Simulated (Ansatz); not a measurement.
`[CH3][AlH][NH][SiH2]C` + `C[SeH]` → `[CH3][AlH][Se]C` + `C[SiH2]N`  (ligand exchange at the Al–N bond)

Calculated with Ansatz (gas phase, PBE0-D4/def2-TZVP geometries, no zero-point term in ΔE). CCSD(T)/CBS is the MP2 limit (def2-TZVPP, def2-QZVPP) plus CCSD(T) − MP2 in def2-TZVPP, frozen cores. Functionals use def2-TZVPP. B3LYP here is the variant with VWN-RPA as its local correlation; programs differ in this. HSE06 is defined as in plane-wave codes. For Se outer-core shells are correlated without core-valence functions, which leaves a few kJ/mol of doubt a bond. Scalar relativity is left out up to krypton. One conformer a species, not always the lowest.

```json
{"level": "B3LYP-D4", "ΔE (eV)": "-0.11"}
{"level": "HSE06-D4", "ΔE (eV)": "-0.20"}
```

**Question.** What does CCSD(T)/CBS give? (Estimate.)

**Answer.** The calculation gave: -0.15 eV. The listed levels differ from it by 0.04, -0.05 eV.

Largest T1 diagnostic among the species: 0.011.

At CCSD(T), def2-SVP lies +0.13 eV from the extrapolated value and def2-TZVPP +0.05 eV. Leaving LDA and LC-ωPBE aside and taking each functional with its dispersion term where it has one, the values, not all of them listed here, spread over 0.13 eV, from HSE06-D4 to B97M-V. LDA lies +0.03 eV from PBE without D4.
